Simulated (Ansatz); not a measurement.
System: BaCl, charge 0, doublet. BaCl (SMILES [Cl][Ba], doublet).
B3LYP-D3(BJ)/def2-TZVP minimum from Ansatz (a first-principles code):
```xyz
2

Ba     0.0000     0.0000    -0.6289
Cl     0.0000     0.0000     2.0715
```
Charge 0, spin multiplicity 2.

Wanted: atomisation energy (electronic, to ground-state atoms), in kcal/mol. Radicals and triplets start from unrestricted determinants; spin-orbit coupling is neglected. Cores are frozen in correlated methods (noble-gas shells, and filled d and f shells in the p block). Past Kr the def2 sets carry scalar-relativistic core potentials. CBS(X,Y): correlation extrapolated as X^-3, Hartree-Fock from the larger set. A bracket is a step between two methods taken in the basis named. For partners of very few electrons the exact lower level stands in for a higher one. The restricted determinant of Ba ([Ba], singlet) is unstable towards broken spin symmetry in at least one set run. The spin of BaCl ([Cl][Ba], doublet) was assumed, and the state is the lowest solution found for it.

```json
[
 {"level": "B2GP-PLYP/def2-TZVPD", "program": "Ansatz", "atomisation energy (kcal/mol)": "106.6"},
 {"level": "MP2/def2-TZVPP", "program": "Ansatz", "atomisation energy (kcal/mol)": "109.1"},
 {"level": "CCSD/def2-QZVPP", "program": "Ansatz", "atomisation energy (kcal/mol)": "104.1"},
 {"level": "CCSD(T)/def2-TZVPP", "program": "Ansatz", "atomisation energy (kcal/mol)": "101.5"}
]
```

Task: Estimate the value at CCSD(T)/CBS(def2-TZVPP,def2-QZVPP) + [CCSDT(Q) - CCSD(T)]/def2-QZVPP + [CCSDTQ - CCSDT(Q)]/def2-SVP (Ansatz).

Result: 108.4 kcal/mol; the difference of CCSD(T)/def2-TZVPP is -6.9 kcal/mol.
